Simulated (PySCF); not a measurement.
Spinor energies of Hg⁴⁵⁺ (mercury, charge +45)

Start: [Ar] 3d10 4s2 4p5; 4p1/2 filled at m_j = -1/2, +1/2; 4p3/2 filled at m_j = -1/2, +1/2, +3/2. Calculated with PySCF 2.14 in an even-tempered Gaussian basis (16 s from 6 bohr⁻², ratio 2.8; 14 p from 7.8 bohr⁻², ratio 2.8; 8 d from 14 bohr⁻², ratio 2.8; 4 f from 36 bohr⁻², ratio 3): generalised Hartree-Fock with the X2C-1e Hamiltonian and a Gaussian nucleus; one run each with spin-orbit coupling (SO) switched off, then screened by Boettger's factors.

```json
{"spinor shell": "1s1/2", "electrons": "2", "ε, spin-free (eV)": "-85829.9", "ε, screened SO (eV)": "-85794.3", "weight of nominal j (screened SO)": "1.000", "rms radius, screened SO (bohr)": "0.0187"}
{"spinor shell": "2s1/2", "electrons": "2", "ε, spin-free (eV)": "-17213.7", "ε, screened SO (eV)": "-17201.5", "weight of nominal j (screened SO)": "1.000", "rms radius, screened SO (bohr)": "0.0755"}
{"spinor shell": "2p1/2", "electrons": "2", "ε, spin-free (eV)": "-15169.5", "ε, screened SO (eV)": "-16576.1", "weight of nominal j (screened SO)": "1.000", "rms radius, screened SO (bohr)": "0.0639"}
{"spinor shell": "2p3/2", "electrons": "4", "ε, spin-free (eV)": "-15169.5", "ε, screened SO (eV)": "-14618.6", "weight of nominal j (screened SO)": "1.000", "rms radius, screened SO (bohr)": "0.0719"}
{"spinor shell": "3s1/2", "electrons": "2", "ε, spin-free (eV)": "-5777.5", "ε, screened SO (eV)": "-5772.6", "weight of nominal j (screened SO)": "1.000", "rms radius, screened SO (bohr)": "0.191"}
{"spinor shell": "3p1/2", "electrons": "2", "ε, spin-free (eV)": "-5172.2", "ε, screened SO (eV)": "-5498.0", "weight of nominal j (screened SO)": "1.000", "rms radius, screened SO (bohr)": "0.182"}
{"spinor shell": "3p3/2", "electrons": "4", "ε, spin-free (eV)": "-5172.2", "ε, screened SO (eV)": "-5040.1", "weight of nominal j (screened SO)": "1.000", "rms radius, screened SO (bohr)": "0.197"}
{"spinor shell": "3d3/2", "electrons": "4", "ε, spin-free (eV)": "-4544.9", "ε, screened SO (eV)": "-4600.7", "weight of nominal j (screened SO)": "1.000", "rms radius, screened SO (bohr)": "0.172"}
{"spinor shell": "3d5/2", "electrons": "6", "ε, spin-free (eV)": "-4544.9", "ε, screened SO (eV)": "-4502.8", "weight of nominal j (screened SO)": "1.000", "rms radius, screened SO (bohr)": "0.176"}
{"spinor shell": "4s1/2", "electrons": "2", "ε, spin-free (eV)": "-2670.3", "ε, screened SO (eV)": "-2668.5", "weight of nominal j (screened SO)": "1.000", "rms radius, screened SO (bohr)": "0.401"}
{"spinor shell": "4p1/2", "electrons": "2", "ε, spin-free (eV)": "-2450.1", "ε, screened SO (eV)": "-2552.5", "weight of nominal j (screened SO)": "1.000", "rms radius, screened SO (bohr)": "0.393"}
{"spinor shell": "4p3/2", "electrons": "3", "ε, spin-free (eV)": "-2450.1", "ε, screened SO (eV)": "-2408.2", "weight of nominal j (screened SO)": "1.000", "rms radius, screened SO (bohr)": "0.416"}
```

```csv
quantity,spin-free,screened SO
E (hartree),-18225.43592,-18259.29155
M_J,3/2,3/2
⟨J²⟩,3.751,3.751
⟨L²⟩,2.001,2.099
⟨S²⟩,0.750,0.849
```

Each row is a mean over spinors that exchange with the open shell spreads, by up to 13.881 eV (4s1/2).

Breit and QED terms are absent; they matter most for the inner s and p1/2 levels.

Densities and radii are taken from the X2C orbitals without a picture-change correction, which distorts them close to the nucleus.

Without spin-orbit coupling the j labels of p, d and f shells carry no meaning; the spin-free column gives the mean over the occupied spinors of each nl shell.
